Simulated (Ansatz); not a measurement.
Basis-set series for C3H11GaGeO (`C[CH2][GeH]([GaH2])[O]C`). The species carries charge 0 and has multiplicity 1. The geometry is a stationary point of PBE0-D4/def2-TZVP. It is one conformer, not always the lowest.

Cartesian coordinates in Å:
```
C 0.920 0.375 1.720
C -0.585 0.255 1.529
Ge -1.178 0.353 -0.349
Ga 0.235 1.847 -1.706
O -1.176 -1.302 -1.054
C 0.045 -1.981 -1.159
H 1.293 1.341 1.365
H 1.463 -0.404 1.180
H 1.201 0.294 2.774
H -0.961 -0.694 1.923
H -1.108 1.049 2.072
H -2.679 0.715 -0.406
H 1.056 1.327 -2.943
H 0.327 3.380 -1.353
H -0.108 -2.877 -1.766
H 0.824 -1.377 -1.648
H 0.430 -2.301 -0.180
```

```csv
functional,basis,functions,energy (Eh),HOMO (eV),LUMO (eV)
PBE0-D4,def2-SVP,175,-4196.63054,-6.77,-2.06
PBE0-D4,def2-TZVPP,374,-4197.36316,-6.84,-2.09
ωB97M-V,def2-SVP,175,-4197.02930,-8.86,-0.33
ωB97M-V,def2-TZVPP,374,-4197.77161,-8.94,-0.38
```

Give the rows for def2-QZVPP. (Best estimate.)

Ansatz gave: 
| functional | basis | functions | energy (Eh) | HOMO (eV) | LUMO (eV) |
| --- | --- | --- | --- | --- | --- |
| PBE0-D4 | def2-QZVPP | 736 | -4197.46292 | -6.86 | -2.11 |
| ωB97M-V | def2-QZVPP | 736 | -4197.86894 | -8.96 | -0.48 |

Scalar relativity is left out up to krypton.
